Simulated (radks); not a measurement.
The numbers below are computed, except where a source is named.
Initial-state core-level shifts of the praseodymium ion Pr+ when its valence configuration changes from [Xe] 4f3 6s1. Code: a radial shooting solver on a logarithmic mesh with Libxc functionals. Model: scalar-relativistic Kohn-Sham, PBE, spin-polarised, spherical densities, point nucleus; open shells are filled with parallel spins first (spin-orbit coupling, left out, can overturn this in heavy ions). Shifts are changes of the shell-averaged eigenvalues in eV (positive: less bound).

valence,1s,3s,3p,4s
4f3 6s0.5 6p0.5,-0.549,-0.534,-0.535,-0.540
4f2 6s1 6p1,-9.607,-11.211,-11.190,-10.665
4f2 5d1 6s0.5 6p0.5,-6.808,-8.366,-8.345,-7.836
4f3 5d1,+1.719,+1.718,+1.719,+1.738
4f3 6p1,-1.092,-1.062,-1.062,-1.073
4f2 5d1 6s1,-6.252,-7.814,-7.793,-7.283
4f2 5d1 6p1,-7.357,-8.912,-8.891,-8.383
4f4,+5.370,+6.321,+6.309,+6.133
4f2 6s1.5 6p0.5,-9.151,-10.749,-10.728,-10.204
